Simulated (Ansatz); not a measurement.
Ta3Te6, relaxed as a quartet with UKS PBE-D4/def2-SVP in Ansatz, starting from the PBE-D4/def2-SVP geometry of the neutral doublet. Force threshold 0.03 eV/Å.

In the def2 sets Ta, Te take a core potential; there is no spin–orbit coupling. The relaxation made no stability test and no search for a lower SCF solution. At PBE-D4/def2-SVP a doublet of charge 0 lies 0.43 eV below the quartet, each at its own geometry.

Start:

Cartesian coordinates in Å:
```
Ta -0.382 -1.653 -0.969
Ta 0.122 0.918 -1.333
Ta 0.046 -0.218 1.665
Te -2.238 0.072 0.148
Te 1.051 -2.652 1.082
Te 1.273 -0.956 -2.964
Te 1.613 1.801 0.774
Te -1.349 2.655 -2.592
Te -0.137 0.032 4.189
```

Task: Estimate the energy that the relaxation releases and the steps that it takes.

Result: 7.1 kcal/mol, in 7 steps; 2.7 min on 4 threads of Arm Neoverse V1 on a shared host. No frequencies were taken in this run, so the end may be a saddle point.

Task: Does the start keep its bonding?

Result: By distances, no bond broke or formed. The bond that changes most is Ta2–Te4, from 2.91 to 2.82 Å (atoms count from 1).

Task: Predict the relaxed structure.

Result: 
Cartesian coordinates in Å:
```
Ta -0.337 -1.854 -0.774
Ta -0.046 0.974 -1.255
Ta 0.211 -0.245 1.556
Te -2.237 -0.113 0.155
Te 1.335 -2.707 1.154
Te 0.949 -0.931 -2.950
Te 1.711 1.816 0.631
Te -1.099 2.945 -2.513
Te -0.488 0.113 3.996
```
Bond lengths (bridged metal pairs left out): 11 × Ta–Te 2.56 to 2.82 Å.
